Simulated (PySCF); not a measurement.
diboron tetrachloride cation (B2Cl4), SMILES ClB(B(Cl)Cl)Cl (connectivity only; charge and spin as stated), charge +1, multiplicity 2. Atoms are numbered in the order given.

```xyz
6

Cl     1.1065    -1.1065    -1.5626
B      0.0000     0.0000    -0.9326
Cl    -1.1065     1.1065    -1.5626
B      0.0000     0.0000     0.9326
Cl     1.1065     1.1065     1.5626
Cl    -1.1065    -1.1065     1.5626
```
Charge +1, spin multiplicity 2.

Geometry: PBE0-D3(BJ)/def2-SVP. The spin state was assumed, not searched. The values are those of a single conformer.

Method: B3LYP/pcH-1 (PySCF).

Unrestricted Kohn–Sham, ⟨S²⟩ = 0.752. Hyperfine tensors hold the contact and dipolar terms, without spin-orbit corrections.

Question: Estimate the hyperfine couplings. (An estimate is asked for; the answer gives what the named calculation found.)

Answer: 
```csv
nucleus,A(iso) (MHz),A(iso) (G),dipolar principal values (MHz)
35Cl no. 1,10.2,3.7,"-31.5, -31.2, 62.8"
11B no. 2,114.4,40.8,"-18.5, -17.8, 36.3"
35Cl no. 3,10.2,3.7,"-31.5, -31.2, 62.8"
11B no. 4,114.4,40.8,"-18.5, -17.8, 36.3"
35Cl no. 5,10.2,3.7,"-31.5, -31.2, 62.8"
35Cl no. 6,10.2,3.7,"-31.5, -31.2, 62.8"
```
